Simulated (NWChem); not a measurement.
System: BHCl2; SMILES ClBCl

Input file for NWChem:

```
start job
memory heap 200 mb stack 900 mb global 1100 mb
geometry units angstroms
  B     -0.692200    -0.006506     0.000000
  H     -1.892032    -0.020713     0.000000
  Cl     0.170393     0.003688    -1.510071
  Cl     0.170393     0.003688     1.510071
end
basis spherical
  * library def2-svp
end
dft
  xc xpbe96 cpbe96
  iterations 150
end
driver
  maxiter 120
end
task dft optimize
task dft freq
```

The level has its own optimisation; frequencies are unscaled.

**Question.** Predict the main results of this run. (PBE/def2-SVP.) Quantities: r B–H (Å); r B–Cl (Å); highest harmonic frequency (cm⁻¹); lowest (cm⁻¹); zero-point energy (kcal/mol); dipole (D).

**Answer.** 
```yaml
r B–H (Å): 1.209
r B–Cl (Å): 1.749
highest harmonic frequency (cm⁻¹): 2622
lowest (cm⁻¹): 287
zero-point energy (kcal/mol): 9.1
dipole (D): 0.21
```
